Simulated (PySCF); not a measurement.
PySCF input (M06-2X/def2-TZVPD):

```python
from pyscf import gto, scf, dft

mol = gto.M(
    atom='''
    Si   -0.57017706    0.19594470    0.04177814
    F     1.09800423   -0.13006775   -0.13298297
    H    -1.10814308   -1.01629946   -0.77663812
    H    -0.79141613   -0.55631659    1.38859095
    ''',
    basis='def2-tzvpd',
    charge=-1,
    spin=0,
    verbose=4,
)

mf = dft.RKS(mol, xc='m062x').density_fit(auxbasis='def2-universal-jkfit')
mf.grids.level = 4
mf.conv_tol = 1e-9
mf.max_cycle = 100
mf.max_memory = 1500
mf.kernel()
if not mf.converged:
    mf = mf.newton()
    mf.kernel(mf.make_rdm1())
mf.analyze()
```

End of the output:

```
Extra cycle  E= -390.577992649963  delta_E= -4.09e-12  |g|= 7.51e-07  |ddm|= 5.67e-06
converged SCF energy = -390.577992649963
**** SCF Summaries ****
Total Energy =                        -390.577992649962596
Nuclear Repulsion Energy =              52.633045590034776
One-electron Energy =                 -652.987717176815067
Two-electron Energy =                  209.776678936817660
Two-electron Coulomb Energy =          242.034907335788859
DFT Exchange-Correlation Energy =      -32.258228398971198
HOMO-LUMO gap [eV] =                     5.443916586130355
**** MO energy ****
MO #1   energy= -66.7844490843417  occ= 2
MO #2   energy= -24.9900177132409  occ= 2
MO #3   energy= -5.31875131700994  occ= 2
MO #4   energy= -3.6293404182501   occ= 2
MO #5   energy= -3.62779953905649  occ= 2
MO #6   energy= -3.62624782137589  occ= 2
MO #7   energy= -1.0713982646383   occ= 2
MO #8   energy= -0.387012354275484 occ= 2
MO #9   energy= -0.294838815397649 occ= 2
MO #10  energy= -0.292832927784276 occ= 2
MO #11  energy= -0.256453640575828 occ= 2
MO #12  energy= -0.13875347148128  occ= 2
MO #13  energy= -0.0266959469937831 occ= 2
MO #14  energy= 0.173364299188795  occ= 0
MO #15  energy= 0.204827306449366  occ= 0
MO #16  energy= 0.231735249928314  occ= 0
MO #17  energy= 0.232092191605027  occ= 0
MO #18  energy= 0.260744303440492  occ= 0
MO #19  energy= 0.261840600525318  occ= 0
MO #20  energy= 0.268517975930013  occ= 0
MO #21  energy= 0.280667958198893  occ= 0
MO #22  energy= 0.280905438162292  occ= 0
MO #23  energy= 0.321927964287563  occ= 0
MO #24  energy= 0.336538166797617  occ= 0
MO #25  energy= 0.358153945368501  occ= 0
MO #26  energy= 0.371105019946723  occ= 0
MO #27  energy= 0.391628178445415  occ= 0
MO #28  energy= 0.430659381031191  occ= 0
MO #29  energy= 0.443192832836052  occ= 0
MO #30  energy= 0.469009095985897  occ= 0
MO #31  energy= 0.470257764764384  occ= 0
MO #32  energy= 0.50090159995122   occ= 0
MO #33  energy= 0.513679281475607  occ= 0
MO #34  energy= 0.568587676095625  occ= 0
MO #35  energy= 0.595169661785818  occ= 0
MO #36  energy= 0.614814715694597  occ= 0
MO #37  energy= 0.628959859384426  occ= 0
MO #38  energy= 0.651929650257151  occ= 0
MO #39  energy= 0.665382741441896  occ= 0
MO #40  energy= 0.682534339519243  occ= 0
MO #41  energy= 0.752677704526178  occ= 0
MO #42  energy= 0.776442787901835  occ= 0
MO #43  energy= 0.791824745569277  occ= 0
MO #44  energy= 0.816076431922228  occ= 0
MO #45  energy= 0.845686737274578  occ= 0
MO #46  energy= 0.856815009480003  occ= 0
MO #47  energy= 0.893226463677944  occ= 0
MO #48  energy= 0.956501306567574  occ= 0
MO #49  energy= 1.11490890785057   occ= 0
MO #50  energy= 1.14033542064813   occ= 0
MO #51  energy= 1.24962647071065   occ= 0
MO #52  energy= 1.29884112813312   occ= 0
MO #53  energy= 1.30521240181795   occ= 0
MO #54  energy= 1.33475328927402   occ= 0
MO #55  energy= 1.34264650318157   occ= 0
MO #56  energy= 1.34734214868397   occ= 0
MO #57  energy= 1.35487253438819   occ= 0
MO #58  energy= 1.37209428326674   occ= 0
MO #59  energy= 1.38973871344961   occ= 0
MO #60  energy= 1.39396127612342   occ= 0
MO #61  energy= 1.42463242505837   occ= 0
MO #62  energy= 1.60197555761943   occ= 0
MO #63  energy= 1.6359530485976    occ= 0
MO #64  energy= 1.64243738340175   occ= 0
MO #65  energy= 1.74522229384354   occ= 0
MO #66  energy= 1.76148199302497   occ= 0
MO #67  energy= 1.8941660830242    occ= 0
MO #68  energy= 2.00835195980235   occ= 0
MO #69  energy= 2.19160920107739   occ= 0
MO #70  energy= 2.19760796645131   occ= 0
MO #71  energy= 2.2573341486579    occ= 0
MO #72  energy= 2.48932573346978   occ= 0
MO #73  energy= 2.52728255224089   occ= 0
MO #74  energy= 2.54314072611294   occ= 0
MO #75  energy= 2.61083139401833   occ= 0
MO #76  energy= 2.72560564698546   occ= 0
MO #77  energy= 2.79005319152031   occ= 0
MO #78  energy= 2.93843015974934   occ= 0
MO #79  energy= 3.05974733944764   occ= 0
MO #80  energy= 3.05996862682223   occ= 0
MO #81  energy= 3.66730080586408   occ= 0
MO #82  energy= 3.68687262019062   occ= 0
MO #83  energy= 4.05372875451003   occ= 0
MO #84  energy= 4.39709992375825   occ= 0
MO #85  energy= 6.52805515386895   occ= 0
MO #86  energy= 6.54107960298006   occ= 0
MO #87  energy= 6.55677918864145   occ= 0
MO #88  energy= 7.16285434608252   occ= 0
MO #89  energy= 7.16315353770799   occ= 0
MO #90  energy= 7.16476467587867   occ= 0
MO #91  energy= 7.17713039935998   occ= 0
MO #92  energy= 7.24158816206311   occ= 0
MO #93  energy= 7.24248552020857   occ= 0
MO #94  energy= 7.38661573226837   occ= 0
MO #95  energy= 8.70227354655055   occ= 0
MO #96  energy= 8.72190011240651   occ= 0
MO #97  energy= 8.80284427541538   occ= 0
MO #98  energy= 8.80597830562407   occ= 0
MO #99  energy= 8.95750643092732   occ= 0
MO #100 energy= 11.1466770990987   occ= 0
MO #101 energy= 57.4749156169833   occ= 0
 ** Mulliken pop on meta-lowdin orthogonal AOs  **
 ** Mulliken pop  **
pop of  0 Si 1s           1.99999
pop of  0 Si 2s           1.99970
pop of  0 Si 3s           1.47149
pop of  0 Si 4s           0.01723
pop of  0 Si 5s           0.00153
pop of  0 Si 6s           0.00062
pop of  0 Si 2px          1.99992
pop of  0 Si 2py          1.99993
pop of  0 Si 2pz          1.99993
pop of  0 Si 3px          0.36041
pop of  0 Si 3py          1.30484
pop of  0 Si 3pz          0.76505
pop of  0 Si 4px          0.00690
pop of  0 Si 4py          0.01707
pop of  0 Si 4pz          0.00250
pop of  0 Si 5px          0.00119
pop of  0 Si 5py          0.00233
pop of  0 Si 5pz          0.00143
pop of  0 Si 6px          0.00003
pop of  0 Si 6py          0.00008
pop of  0 Si 6pz          0.00003
pop of  0 Si 3dxy         0.01252
pop of  0 Si 3dyz         0.00782
pop of  0 Si 3dz^2        0.00466
pop of  0 Si 3dxz         0.00955
pop of  0 Si 3dx2-y2      0.00616
pop of  0 Si 4dxy         0.00317
pop of  0 Si 4dyz         0.00033
pop of  0 Si 4dz^2        0.00091
pop of  0 Si 4dxz         0.00027
pop of  0 Si 4dx2-y2      0.00143
pop of  0 Si 5dxy         0.00199
pop of  0 Si 5dyz         0.00108
pop of  0 Si 5dz^2        0.00086
pop of  0 Si 5dxz         0.00045
pop of  0 Si 5dx2-y2      0.00053
pop of  0 Si 4f-3         0.00064
pop of  0 Si 4f-2         0.00007
pop of  0 Si 4f-1         0.00025
pop of  0 Si 4f+0         0.00053
pop of  0 Si 4f+1         0.00030
pop of  0 Si 4f+2         0.00046
pop of  0 Si 4f+3         0.00092
pop of  1 F 1s            1.99999
pop of  1 F 2s            1.86331
pop of  1 F 3s            0.00314
pop of  1 F 4s            0.00165
pop of  1 F 5s            0.00166
pop of  1 F 6s            0.00095
pop of  1 F 2px           1.79788
pop of  1 F 2py           1.95791
pop of  1 F 2pz           1.94975
pop of  1 F 3px           0.00241
pop of  1 F 3py           0.00397
pop of  1 F 3pz           0.00472
pop of  1 F 4px           0.00115
pop of  1 F 4py           0.00220
pop of  1 F 4pz           0.00067
pop of  1 F 5px           0.00032
pop of  1 F 5py           0.00364
pop of  1 F 5pz           0.00106
pop of  1 F 3dxy          0.00119
pop of  1 F 3dyz          0.00013
pop of  1 F 3dz^2         0.00074
pop of  1 F 3dxz          0.00105
pop of  1 F 3dx2-y2       0.00207
pop of  1 F 4dxy          0.00040
pop of  1 F 4dyz          0.00019
pop of  1 F 4dz^2         0.00026
pop of  1 F 4dxz          0.00023
pop of  1 F 4dx2-y2       0.00063
pop of  1 F 5dxy          0.00012
pop of  1 F 5dyz          0.00024
pop of  1 F 5dz^2         0.00015
pop of  1 F 5dxz          0.00001
pop of  1 F 5dx2-y2       0.00020
pop of  1 F 4f-3          0.00005
pop of  1 F 4f-2          0.00001
pop of  1 F 4f-1          0.00000
pop of  1 F 4f+0          0.00001
pop of  1 F 4f+1          0.00004
pop of  1 F 4f+2          0.00002
pop of  1 F 4f+3          0.00006
pop of  2 H 1s            1.18276
pop of  2 H 2s            0.00107
pop of  2 H 3s            0.00129
pop of  2 H 2px           0.00073
pop of  2 H 2py           0.00238
pop of  2 H 2pz           0.00022
pop of  2 H 3px           0.00126
pop of  2 H 3py           0.00394
pop of  2 H 3pz           0.00074
pop of  3 H 1s            1.18276
pop of  3 H 2s            0.00107
pop of  3 H 3s            0.00129
pop of  3 H 2px           0.00058
pop of  3 H 2py           0.00183
pop of  3 H 2pz           0.00091
pop of  3 H 3px           0.00076
pop of  3 H 3py           0.00249
pop of  3 H 3pz           0.00268
 ** Mulliken atomic charges  **
charge of    0Si =     -0.00708
charge of    1F =     -0.60417
charge of    2H =     -0.19438
charge of    3H =     -0.19437

WARN: System has nonzero charge -1; the dipole moment is origin-dependent.
Location of origin: [0. 0. 0.]

Dipole moment(X, Y, Z, Debye):  1.52449, -0.56998, -0.10188
```

It need not be the lowest isomer of its formula. Whether it binds its extra electron was not tested at this geometry.
